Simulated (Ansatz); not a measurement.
A run for Ansatz (a first-principles code): U-CCSD(T)/def2-TZVPP on BrHSn (SMILES [Br][SnH]), a point of a bond scan (R = 5.712 Å). Elements past Kr take the def2 small-core potentials; no spin–orbit coupling. The run froze 23 orbitals, filled d shells among them.

Ansatz 0.2 input:
```yaml
crystal:
  periodic: [false, false, false]
  atoms:
    - {symbol: Sn, position_ang: [-0.57960730, -0.48360224, 0.71178077]}
    - {symbol: H, position_ang: [-4.27556240, -2.31524416, -3.23871523]}
    - {symbol: Br, position_ang: [0.87757024, 0.72103150, -1.00189399]}
basis:
  gaussian:
    orbitals: def2-TZVPP
correlation: {method: ccsd_t, electrons: outside_noble_gas}
scf: {omitted_lower_state_checks: [cluster_reference]}
magnetization: {spin_polarized: true, initial_magnetization: 0}
```

Program output:

```
WARN ansatz: RAYON_NUM_THREADS=1 ignored (pool sized by the plan → 1); use --threads N
Functional definition: HF
these checks for a lower state are left out or cut short: cluster_reference
integrals: 0.24 GiB planned
874 factors; integrals over basis functions are off by at most 8.9e-4 eV
mean field: 0.47 GiB planned
mean field evaluation 1: about -75812.7631 eV, gradient 1.3e1 eV
mean field evaluation 2: about -75812.7641 eV, gradient 1.3e1 eV
mean field evaluation 4: about -75814.0461 eV, gradient 7.4e0 eV
mean field evaluation 8: about -75815.1121 eV, gradient 3.3e0 eV
mean field evaluation 16: about -75817.2698 eV, gradient 5.1e0 eV
mean field evaluation 32: about -75819.7176 eV, gradient 7.2e-2 eV
mean field evaluation 64: about -75819.6081 eV, gradient 2.2e0 eV
mean field evaluation 96: about -75819.6732 eV, gradient 9.1e-1 eV
mean field evaluation 128: about -75814.9638 eV, gradient 4.9e0 eV
mean field evaluation 160: about -75819.4387 eV, gradient 3.6e0 eV
mean field -75819.71783022 eV, -2786.3232378099 hartree, gradient 1.8e-6 eV, S^2 1.014880; 12 other end points of the search recorded, 0 dependent functions left out
23 core orbitals not correlated
reference -75819.71783022 eV, -2786.3232378099 hartree; 6, 6 occupied and 83, 83 virtual orbitals, 874 factors
second order -5.90206920 eV of doubles, -0.00000000 eV of singles
coupled cluster: 0.46 GiB planned
cycle   1  -6.35168692 eV  change   -4.5e-1 eV  update   6.8e-2
cycle   2  -6.53388374 eV  change   -1.8e-1 eV  update   2.5e-2
cycle   3  -6.57336802 eV  change   -3.9e-2 eV  update   1.4e-2
cycle   4  -6.56845207 eV  change    4.9e-3 eV  update   4.2e-3
cycle   5  -6.56821565 eV  change    2.4e-4 eV  update   1.6e-3
cycle   6  -6.56844842 eV  change   -2.3e-4 eV  update   6.5e-4
cycle   7  -6.56838546 eV  change    6.3e-5 eV  update   2.3e-4
cycle   8  -6.56839211 eV  change   -6.7e-6 eV  update   7.8e-5
cycle   9  -6.56838825 eV  change    3.9e-6 eV  update   2.8e-5
cycle  10  -6.56837968 eV  change    8.6e-6 eV  update   2.0e-5
cycle  11  -6.56838273 eV  change   -3.0e-6 eV  update   1.8e-5
cycle  12  -6.56838199 eV  change    7.4e-7 eV  update   1.6e-5
cycle  13  -6.56838829 eV  change   -6.3e-6 eV  update   1.3e-5
coupled cluster: 0.46 GiB planned
perturbative correction -0.28034417 eV, -0.0103024583 hartree
Total energy: -75826.56656268 eV, -2786.5749240857 hartree
Checks for a lower state left out: cluster_reference
```

Self-consistency was reached. Its determinant has ⟨S²⟩ = 1.01, a mixture of spin states.

Cost: around 40 core-seconds (rough).
